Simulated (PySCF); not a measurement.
C2H6AlCl, charge -1, doublet, geometry from GFN2-xTB (such geometries of metal compounds can be far from the true shape) (a state made from the parent by changing its charge; the spin is typed, not shown lowest) (in this run its highest filled SCF level lies above zero, so its values depend strongly on the basis, on diffuse functions most of all). Base run: B3LYP/STO-3G in PySCF.

Here is a job for PySCF.
```python
from pyscf import gto, scf, dft

mol = gto.M(
    atom='''
Al    0.366959    0.428655    0.481648
C     1.956928   -0.657010   -0.326562
H     1.699182   -1.637459   -0.752958
H     2.724868   -0.854347    0.434322
H     2.469039   -0.109001   -1.130628
C    -0.552054   -0.901724    1.802776
H    -0.819631   -1.883132    1.384723
H    -1.482855   -0.494449    2.223290
H     0.096864   -1.110670    2.664672
Cl   -1.052187    0.580526   -1.173067
''',
    basis='sto-3g',
    charge=-1,
    spin=1,
    verbose=4,
)

mf = dft.UKS(mol)
mf.xc = 'b3lyp'
mf.kernel()
mo_i, mo_e, stable_i, stable_e = mf.stability(internal=True, external=False, return_status=True, nroots=6, tol=1e-6)
print('internally stable:', stable_i, ' externally stable:', stable_e)
if not stable_i:
    umf = mf.copy()
    umf.scf_summary = {}
    umf.kernel(umf.make_rdm1(mo_i, mf.mo_occ))
```

The bond that is stretched is that between atoms 10 and 1. A test that says stable can miss a lower solution.

Each row names what was changed in the base input (with any setting that the change needs).

```json
[
 {"change": "base", "ΔE vs base (mEh)": "0.000", "<S^2>": "0.750", "stability test says": "internally stable (external not tested)", "outcome": "converged"},
 {"change": "bond × 1.25", "ΔE vs base (mEh)": "26.598", "<S^2>": "0.751", "stability test says": "internally stable (external not tested)", "outcome": "converged"},
 {"change": "bond × 1.5", "ΔE vs base (mEh)": "65.847", "<S^2>": "0.751", "stability test says": "internally stable (external not tested)", "outcome": "converged"},
 {"change": "bond × 1.8", "ΔE vs base (mEh)": "90.194", "<S^2>": "0.752", "stability test says": "internally stable (external not tested)", "outcome": "converged"},
 {"change": "bond × 2.2", "ΔE vs base (mEh)": "-", "<S^2>": "-", "stability test says": "-", "outcome": "not converged"},
 {"change": "bond × 3.0", "ΔE vs base (mEh)": "-", "<S^2>": "-", "stability test says": "-", "outcome": "not converged"}
]
```

On stretching, the SCF can end on different states; <S^2> shows the spin contamination of each.
